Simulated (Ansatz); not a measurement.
Cost and result up the ladder for PdI₂ (3 atoms). The state is a singlet with charge 0. Geometry: r2SCAN-D4/def2-TZVP.

```xyz
3

Pd    1.914   -0.843   -0.517
I    -1.426    1.682    0.643
I    -0.488   -0.839   -0.127
```

Ansatz on 4 threads of Arm Neoverse N1 on a shared host. Times are rough, and most runs start from the orbitals of an earlier one. No level here is sound enough to serve as a yardstick. Binding counts from free atoms at the same level (Pd singlet, I doublet; other spins of the atoms weren't run), without zero-point energy or a counterpoise term.

In the def2 sets I, Pd take a core potential; there is no spin–orbit coupling. In the singlet, I2 and I3 lie 2.80 Å apart (atoms count from 1), so these atoms are partly bonded to each other. No other spin state of charge 0 was run. Another isomer (triplet) lies 0.84 eV lower at PBE0-D4/def2-TZVP; other spin states weren't run for this one.

Run but left out: CCSD(T)/def2-TZVPP (restricted singlet, unstable towards broken spin symmetry).

```
                         level  functions  binding energy per atom (eV)                        remarks
           r2SCAN-D4/def2-TZVP        140                          1.25  restricted SCF unstable in HF
             PBE0-D4/def2-TZVP        140                          1.12  restricted SCF unstable in HF
         LDA (SPW92)/def2-TZVP        140                          1.65  restricted SCF unstable in HF
        CAM-B3LYP-D4/def2-TZVP        140                          0.95  restricted SCF unstable in HF
PBE-D4/def2-TZVP (with forces)        140                          1.33  restricted SCF unstable in HF
```

Estimate how long each takes.

LDA (SPW92)/def2-TZVP 1.1 s; PBE-D4/def2-TZVP (with forces) 2.5 s; PBE0-D4/def2-TZVP 3.3 s; CAM-B3LYP-D4/def2-TZVP 3.6 s; r2SCAN-D4/def2-TZVP 4.1 s. On shared hardware such times vary by a factor of up to 3.
